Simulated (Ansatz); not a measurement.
A nudged elastic band was laid between two geometries of CH6OSSi2 (11 atoms, charge 0, multiplicity 1).

All numbers below come from Ansatz 0.2.0, RKS r2SCANh/STO-3G.

```json
{
 "movable images": "7",
 "climbing image": "yes",
 "spring": "5.0 eV/Å²",
 "optimiser": "quadratic models (default)",
 "start path": "through a guess of the saddle point",
 "force threshold": "0.03 eV/Å",
 "iteration limit": "33",
 "end points": "relaxed"
}
```

Image 0:

```xyz
11
Properties=species:S:1:pos:R:3
Si -1.862 1.046 1.122
S 0.066 1.474 0.333
Si 0.651 -0.495 -0.142
C 2.026 -0.788 -1.273
O 0.639 -1.012 -1.798
H -2.407 2.282 1.626
H -2.751 0.514 0.114
H -1.787 0.085 2.200
H 0.276 -1.511 0.818
H 2.567 0.043 -1.754
H 2.647 -1.697 -1.226
```

Image 8:

```xyz
11
Properties=species:S:1:pos:R:3
Si -1.873 1.225 1.216
S -0.092 1.222 0.073
Si 0.542 -0.797 0.437
C 1.951 -0.714 -0.841
O 0.677 -1.228 -1.516
H -2.406 2.566 1.244
H -2.892 0.360 0.661
H -1.658 0.803 2.583
H 0.825 -2.236 -1.559
H 2.240 0.207 -1.369
H 2.751 -1.465 -0.909
```

Question: Which bonds break or form, and what moves?

Answer: Bonds broken: Si3–H9. Bonds formed: O5–H9.

Question: Give the energies along the band, and the barrier.

Answer: It converged. The highest image is number 4 of 0 to 8, 45.3 kcal/mol above the first end and 26.3 kcal/mol above the last; the last end lies 19.0 kcal/mol above the first. A vibrational analysis at the climbing image gives one clearly imaginary mode, 1005i cm⁻¹: a first-order saddle point. The orbitals stay closed-shell, which can raise the energy where a bond breaks towards radicals; this wasn't checked here. Limits of this set-up: minimal basis.

```
image  path coordinate (Å)  energy (kcal/mol)  Si3–H9 (Å)  O5–H9 (Å)
    0                 0.00                0.0        1.45       2.69
    1                 0.62                0.1        1.45       2.69
    2                 1.23                1.9        1.44       2.60
    3                 1.85               26.5        1.43       2.07
    4                 2.46               45.3        1.53       1.50
    5                 2.99               33.1        1.90       1.07
    6                 3.52               24.7        2.20       1.02
    7                 4.05               19.5        2.45       1.02
    8                 4.58               19.0        2.48       1.02
```

Question: What is the geometry of the highest image?

Answer: 
```xyz
11
Properties=species:S:1:pos:R:3:forces:R:3
Si -1.803 1.075 1.180 0.00 0.01 0.00
S 0.071 1.354 0.220 -0.01 0.00 0.01
Si 0.814 -0.638 0.365 0.00 0.00 0.00
C 1.960 -0.786 -1.140 0.00 0.00 -0.01
O 0.712 -1.168 -1.706 0.01 0.00 0.01
H -2.449 2.360 1.278 0.00 0.00 0.00
H -2.661 0.180 0.437 0.00 -0.01 0.00
H -1.649 0.532 2.511 0.00 0.00 0.00
H -0.012 -1.611 -0.470 0.00 0.00 0.00
H 2.322 0.191 -1.503 0.00 0.00 0.00
H 2.760 -1.548 -1.151 0.00 0.00 0.00
```

Question: What are the harmonic wavenumbers there?

Answer: 1005i, 50, 81, 143, 195, 281, 375, 567, 614, 701, 724, 776, 912, 953, 1081, 1123, 1138, 1198, 1224, 1250, 1674, 2339, 2655, 2701, 2728, 3304, 3438 cm⁻¹.

The band took 12 iterations and of the order of 7 core-minutes.

Time of the run: 7 min on 1 thread of Arm Neoverse V1, with other jobs on the host, peak memory 0.14 GiB.
